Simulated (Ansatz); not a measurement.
`COc1ccc(-c2ccc(-c3ccc(-c4ccc(-c5ccc(C(F)=C(F)F)cc5)o4)o3)o2)cc1` with charge -1. Total charge -1; doublet. Geometry PBE-D4/def2-SVP, that of the neutral singlet; atoms count from 1.

```xyz
51

C     8.052   -7.050    1.855
O     7.538   -5.778    2.199
C     6.382   -5.366    1.614
C     5.914   -4.088    1.992
C     4.738   -3.576    1.448
C     3.983   -4.320    0.506
C     2.759   -3.787   -0.065
C     1.841   -4.272   -0.990
C     0.840   -3.274   -1.146
C     1.202   -2.228   -0.307
C     0.613   -0.954   -0.022
C     0.974    0.088    0.824
C    -0.016    1.096    0.664
C    -0.923    0.612   -0.271
C    -2.115    1.154   -0.848
C    -3.019    0.667   -1.786
C    -3.999    1.682   -1.953
C    -3.647    2.733   -1.113
C    -4.234    4.028   -0.834
C    -5.412    4.453   -1.501
C    -5.983    5.696   -1.242
C    -5.400    6.579   -0.297
C    -5.942    7.896    0.025
F    -5.256    8.612    0.949
C    -7.044    8.513   -0.474
F    -7.852    7.988   -1.387
F    -7.436    9.720   -0.101
C    -4.224    6.157    0.370
C    -3.654    4.911    0.108
O    -2.495    2.402   -0.441
O    -0.541   -0.637   -0.689
O     2.362   -2.539    0.347
C     4.462   -5.597    0.137
C     5.642   -6.121    0.678
H     8.292   -7.123    0.770
H     7.345   -7.869    2.119
H     8.983   -7.180    2.437
H     6.502   -3.514    2.723
H     4.385   -2.580    1.750
H     1.886   -5.240   -1.498
H    -0.044   -3.301   -1.791
H     1.852    0.106    1.477
H    -0.073    2.068    1.165
H    -2.965   -0.307   -2.282
H    -4.871    1.649   -2.615
H    -5.888    3.793   -2.241
H    -6.894    5.985   -1.782
H    -3.757    6.826    1.106
H    -2.742    4.605    0.638
H     3.902   -6.202   -0.591
H     5.978   -7.117    0.363
```

Single mean-field runs in def2-TZVP are fitted with def2-universal-jkfit.

**Question.** Estimate the Mulliken populations of the heavy atoms from the PBE0/def2-TZVP orbitals of Ansatz.

**Answer.** 
| atom | charge (e) | spin (α − β) |
| --- | --- | --- |
| C1 | -0.24 | 0.00 |
| O2 | -0.24 | 0.01 |
| C3 | 0.29 | 0.06 |
| C4 | -0.19 | -0.03 |
| C5 | -0.23 | 0.05 |
| C6 | 0.02 | -0.02 |
| C7 | 0.30 | 0.09 |
| C8 | -0.19 | -0.04 |
| C9 | -0.31 | 0.07 |
| C10 | 0.21 | 0.00 |
| C11 | 0.21 | 0.09 |
| C12 | -0.25 | -0.03 |
| C13 | -0.27 | 0.04 |
| C14 | 0.22 | 0.04 |
| C15 | 0.20 | 0.07 |
| C16 | -0.30 | 0.01 |
| C17 | -0.22 | 0.01 |
| C18 | 0.30 | 0.06 |
| C19 | 0.04 | 0.05 |
| C20 | -0.21 | 0.05 |
| C21 | -0.22 | -0.01 |
| C22 | 0.08 | 0.14 |
| C23 | 0.06 | -0.07 |
| F24 | -0.20 | 0.00 |
| C25 | 0.30 | 0.15 |
| F26 | -0.17 | 0.01 |
| F27 | -0.17 | 0.01 |
| C28 | -0.17 | -0.03 |
| C29 | -0.27 | 0.09 |
| O30 | -0.24 | 0.05 |
| O31 | -0.24 | 0.05 |
| O32 | -0.24 | 0.03 |
| C33 | -0.23 | 0.05 |
| C34 | -0.25 | -0.03 |
Mulliken values depend strongly on the basis.

**Question.** Where does the spin sit?

**Answer.** Summed by element: C 0.87, O 0.13, F 0.01, H -0.01, of 1 unpaired in all. Largest on single atoms: C25 0.15, C22 0.14, C11 0.09.

**Question.** And the Mayer bond orders between heavy atoms (over 0.3)?

**Answer.** C1–O2 0.97 (1.41 Å); O2–C3 1.12 (1.36 Å); C3–C4 1.35 (1.41 Å); C3–C34 1.29 (1.41 Å); C4–C5 1.46 (1.39 Å); C5–C6 1.35 (1.42 Å); C6–C7 1.01 (1.45 Å); C6–C33 1.35 (1.41 Å); C7–C8 1.47 (1.39 Å); C7–O32 1.06 (1.37 Å); C8–C9 1.28 (1.42 Å); C9–C10 1.44 (1.39 Å); C10–C11 1.13 (1.43 Å); C10–O32 1.09 (1.37 Å); C11–C12 1.43 (1.39 Å); C11–O31 1.09 (1.37 Å); C12–C13 1.29 (1.42 Å); C13–C14 1.41 (1.39 Å); C14–C15 1.15 (1.43 Å); C14–O31 1.09 (1.37 Å); C15–C16 1.41 (1.39 Å); C15–O30 1.09 (1.37 Å); C16–C17 1.32 (1.42 Å); C17–C18 1.42 (1.39 Å); C18–C19 1.09 (1.45 Å); C18–O30 1.05 (1.37 Å); C19–C20 1.25 (1.42 Å); C19–C29 1.30 (1.42 Å); C20–C21 1.54 (1.39 Å); C21–C22 1.25 (1.42 Å); C22–C23 1.07 (1.46 Å); C22–C28 1.28 (1.42 Å); C23–F24 1.03 (1.35 Å); C23–C25 1.73 (1.36 Å); C25–F26 1.08 (1.33 Å); C25–F27 1.12 (1.32 Å); C28–C29 1.48 (1.39 Å); C33–C34 1.45 (1.40 Å).
